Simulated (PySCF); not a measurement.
PySCF input file for CaCl₂, SMILES [Ca]([Cl])[Cl], TDA-M06-2X/def2-TZVPD. Coordinates come from a B3LYP-D3(BJ)/def2-TZVP optimisation. The isomer is the one that the SMILES or the coordinates give; other isomers of the formula were not compared.

```python
import numpy as np
from pyscf import gto, scf, dft, tdscf

mol = gto.M(
    atom='''
    Ca    0.00000000    0.00000000    0.00000000
    Cl    0.00000000    0.00000000   -2.46963082
    Cl    0.00000000    0.00000000    2.46963082
    ''',
    basis='def2-TZVPD',
    charge=0,
    spin=0,
    symmetry=True,
    symmetry_subgroup='D2h',
    max_memory=1600,
    verbose=4,
)
mf = dft.RKS(mol, xc='m06-2x').density_fit(auxbasis='def2-universal-jkfit')
mf.grids.level = 4
mf.conv_tol = 1e-9
mf.max_cycle = 100
mf.kernel()
mf.grids = dft.Grids(mol).set(level=2).build(with_non0tab=True)  # coarser grid for the response kernel
td = tdscf.TDA(mf)
td.singlet = True
td.nstates = 10
td.conv_tol = 1e-4
td.kernel(x0=td.get_init_guess(mf, 15))
td.analyze()
tt = tdscf.TDA(mf)
tt.singlet = False
tt.nstates = 4
tt.conv_tol = 1e-4
tt.kernel(x0=tt.get_init_guess(mf, 9))
tt.analyze(verbose=3)
```

Output:

```
PySCF version 2.14.0

[INPUT] verbose = 4
[INPUT] num. atoms = 3
[INPUT] num. electrons = 54
[INPUT] charge = 0
[INPUT] spin (= nelec alpha-beta = 2S) = 0
[INPUT] symmetry True subgroup D2h
[INPUT] Mole.unit = angstrom
[INPUT] Symbol           X                Y                Z      unit          X                Y                Z       unit  Magmom
[INPUT]  1 Ca     0.000000000000   0.000000000000   0.000000000000 AA    0.000000000000   0.000000000000   0.000000000000 Bohr   0.0
[INPUT]  2 Cl     0.000000000000   0.000000000000  -2.469630820000 AA    0.000000000000   0.000000000000  -4.666925878585 Bohr   0.0
[INPUT]  3 Cl     0.000000000000   0.000000000000   2.469630820000 AA    0.000000000000   0.000000000000   4.666925878585 Bohr   0.0

nuclear repulsion = 176.668758289767
point group symmetry = Dooh, use subgroup D2h
symmetry origin: [0. 0. 0.]
symmetry axis x: [1. 0. 0.]
symmetry axis y: [0. 1. 0.]
symmetry axis z: [0. 0. 1.]
num. orbitals of irrep Ag = 32
num. orbitals of irrep B1g = 7
num. orbitals of irrep B2g = 14
num. orbitals of irrep B3g = 14
num. orbitals of irrep Au = 4
num. orbitals of irrep B1u = 25
num. orbitals of irrep B2u = 16
num. orbitals of irrep B3u = 16
number of shells = 46
number of NR pGTOs = 217
number of NR cGTOs = 128
basis = def2-TZVPD
ecp = {}


[settings echo left out]
init E= -1598.01833722424
HOMO (B3u) = -0.428186267528286  LUMO (Ag) = -0.13148204190659  gap/eV = 8.07373
cycle= 1 E= -1598.09604275364  delta_E= -0.0777  |g|= 0.413  |ddm|= 1.93
HOMO (B2u) = -0.289931645708489  LUMO (Ag) = -0.0768861955403857  gap/eV = 5.79726
cycle= 2 E= -1598.11618196582  delta_E= -0.0201  |g|= 0.428  |ddm|= 0.852
HOMO (B2u) = -0.346809373707725  LUMO (Ag) = -0.0621135724282595  gap/eV = 7.74697
cycle= 3 E= -1598.16012753636  delta_E= -0.0439  |g|= 0.0246  |ddm|= 0.377
HOMO (B3u) = -0.353424446518662  LUMO (Ag) = -0.0642993783443622  gap/eV = 7.86749
cycle= 4 E= -1598.16031314719  delta_E= -0.000186  |g|= 0.00823  |ddm|= 0.0362
HOMO (B2u) = -0.353219081367904  LUMO (Ag) = -0.0635370650693723  gap/eV = 7.88265
cycle= 5 E= -1598.1603381162  delta_E= -2.5e-05  |g|= 0.00234  |ddm|= 0.0138
HOMO (B2u) = -0.353263928310653  LUMO (Ag) = -0.0638238783851506  gap/eV = 7.87606
cycle= 6 E= -1598.16034112474  delta_E= -3.01e-06  |g|= 0.000382  |ddm|= 0.00454
HOMO (B3u) = -0.353226869990888  LUMO (Ag) = -0.0638570571200745  gap/eV = 7.87415
cycle= 7 E= -1598.16034128497  delta_E= -1.6e-07  |g|= 7.44e-05  |ddm|= 0.00157
HOMO (B3u) = -0.353223453614715  LUMO (Ag) = -0.0638559148791948  gap/eV = 7.87409
cycle= 8 E= -1598.16034128768  delta_E= -2.7e-09  |g|= 1.62e-05  |ddm|= 0.000181
HOMO (B2u) = -0.353224557688741  LUMO (Ag) = -0.0638566041924413  gap/eV = 7.87410
cycle= 9 E= -1598.16034128777  delta_E= -9.14e-11  |g|= 1.15e-06  |ddm|= 3.05e-05
HOMO (B3u) = -0.353224816775361  LUMO (Ag) = -0.0638566453823586  gap/eV = 7.87411
Extra cycle  E= -1598.16034128777  delta_E= 3.18e-12  |g|= 6.67e-07  |ddm|= 3.57e-06
converged SCF energy = -1598.16034128777
tot grids = 36568


******** <class 'pyscf.tdscf.rks.TDA'> for <class 'pyscf.df.df_jk.DFSymAdaptedRKS'> ********
nstates = 10 singlet
deg_eia_thresh = 1.000e-03
wfnsym = None
conv_tol = 0.0001
eigh lindep = 1e-12
eigh level_shift = 0
eigh max_cycle = 100


Excitation energies (eV)
[5.42593147 5.42593147 5.43568017 5.43568017 5.48484422 6.30608524
 6.97854083 7.05726014 7.07592192 7.07802915]

** Singlet excitation energies and oscillator strengths **
Excited State   1:  B3u      5.42593 eV    228.50 nm  f=0.0720
      27 -> 28       -0.69629
Excited State   2:  B2u      5.42593 eV    228.50 nm  f=0.0720
      26 -> 28       -0.69629
Excited State   3:  B3g      5.43568 eV    228.09 nm  f=0.0000
      25 -> 28       -0.69540
Excited State   4:  B2g      5.43568 eV    228.09 nm  f=0.0000
      24 -> 28       -0.69540
Excited State   5:  B1u      5.48484 eV    226.05 nm  f=0.0217
      23 -> 28        0.69578
Excited State   6:   Ag      6.30609 eV    196.61 nm  f=0.0000
      22 -> 28        0.68625
Excited State   7:  B1g      6.97854 eV    177.66 nm  f=0.0000
      24 -> 36        0.21072
      25 -> 35       -0.21072
      26 -> 30        0.43962
      27 -> 29       -0.43962
Excited State   8:   Au      7.05726 eV    175.68 nm  f=0.0000
      24 -> 29       -0.41321
      25 -> 30        0.41321
      26 -> 35       -0.25677
      27 -> 36        0.25677
Excited State   9:  B1u      7.07592 eV    175.22 nm  f=0.0000
      23 -> 32        0.52629
      24 -> 30        0.28209
      25 -> 29       -0.28209
      26 -> 36        0.15658
      27 -> 35       -0.15658
Excited State  10:   Au      7.07803 eV    175.17 nm  f=0.0000
      23 -> 31        0.53316
      24 -> 29        0.27770
      25 -> 30        0.27770
      26 -> 35       -0.15337
      27 -> 36       -0.15337

** Transition electric dipole moments (AU) **
state          X           Y           Z        Dip. S.      Osc.
  1        -0.7362      0.0000      0.0000      0.5419      0.0720
  2         0.0000     -0.7362      0.0000      0.5419      0.0720
  3        -0.0000      0.0000     -0.0000      0.0000      0.0000
  4         0.0000     -0.0000      0.0000      0.0000      0.0000
  5        -0.0000     -0.0000      0.4017      0.1613      0.0217
  6        -0.0000     -0.0000     -0.0000      0.0000      0.0000
  7         0.0000     -0.0000     -0.0000      0.0000      0.0000
  8        -0.0000     -0.0000      0.0000      0.0000      0.0000
  9        -0.0000     -0.0000     -0.0000      0.0000      0.0000
 10        -0.0000     -0.0000     -0.0000      0.0000      0.0000

** Transition velocity dipole moments (imaginary part, AU) **
state          X           Y           Z        Dip. S.      Osc.
  1        -0.1022      0.0000      0.0000      0.0104      0.0349
  2         0.0000     -0.1022      0.0000      0.0104      0.0349
  3        -0.0000     -0.0000      0.0000      0.0000      0.0000
  4         0.0000     -0.0000      0.0000      0.0000      0.0000
  5        -0.0000     -0.0000      0.1065      0.0113      0.0375
  6        -0.0000     -0.0000     -0.0000      0.0000      0.0000
  7        -0.0000     -0.0000     -0.0000      0.0000      0.0000
  8        -0.0000     -0.0000      0.0000      0.0000      0.0000
  9         0.0000      0.0000     -0.0000      0.0000      0.0000
 10         0.0000      0.0000     -0.0000      0.0000      0.0000

** Transition magnetic dipole moments (imaginary part, AU) **
state          X           Y           Z
  1         0.0000      0.0000      0.0000
  2        -0.0000     -0.0000     -0.0000
  3         0.9991      0.0000     -0.0000
  4         0.0000     -0.9991      0.0000
  5        -0.0000     -0.0000     -0.0000
  6        -0.0000     -0.0000     -0.0000
  7         0.0000      0.0000     -0.0000
  8         0.0000     -0.0000     -0.0000
  9         0.0000      0.0000      0.0000
 10        -0.0000     -0.0000      0.0000


******** <class 'pyscf.tdscf.rks.TDA'> for <class 'pyscf.df.df_jk.DFSymAdaptedRKS'> ********
nstates = 4 triplet
deg_eia_thresh = 1.000e-03
wfnsym = None
conv_tol = 0.0001
eigh lindep = 1e-12
eigh level_shift = 0
eigh max_cycle = 100


Excitation energies (eV)
[5.33869315 5.4159825  5.4159825  5.49036481]

** Triplet excitation energies and oscillator strengths **
Excited State   1:  B1u      5.33869 eV    232.24 nm  f=0.0000
Excited State   2:  B3g      5.41598 eV    228.92 nm  f=0.0000
Excited State   3:  B2g      5.41598 eV    228.92 nm  f=0.0000
Excited State   4:  B3u      5.49036 eV    225.82 nm  f=0.0000
```

Self-consistency was reached.
